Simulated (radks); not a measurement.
Initial-state core-level shifts of neutral antimony when its valence configuration changes from [Kr] 4d10 5s2 5p3. Method: scalar-relativistic Kohn-Sham, PBE, spin-polarised, spherical densities, point nucleus; open shells are filled with parallel spins first (spin-orbit coupling, left out, can overturn this in heavy ions); computed with a radial shooting solver on a logarithmic mesh with Libxc functionals. Shifts are changes of the shell-averaged eigenvalues in eV (positive: less bound).

valence,2s,3s,3d,4s
4d10 5s1 5p4,-1.514,-1.535,-1.532,-1.528
4d9 5s2 5p4,-8.864,-8.500,-8.574,-7.281
4d10 5s1.5 5p3.5,-0.762,-0.772,-0.771,-0.769
4d10 5s0.5 5p4.5,-2.357,-2.384,-2.380,-2.367
4d10 5p5,-3.122,-3.158,-3.153,-3.134
4d9 5s1 5p5,-10.277,-9.930,-10.003,-8.690
4d8 5s2 5p5,-17.911,-17.101,-17.264,-14.437
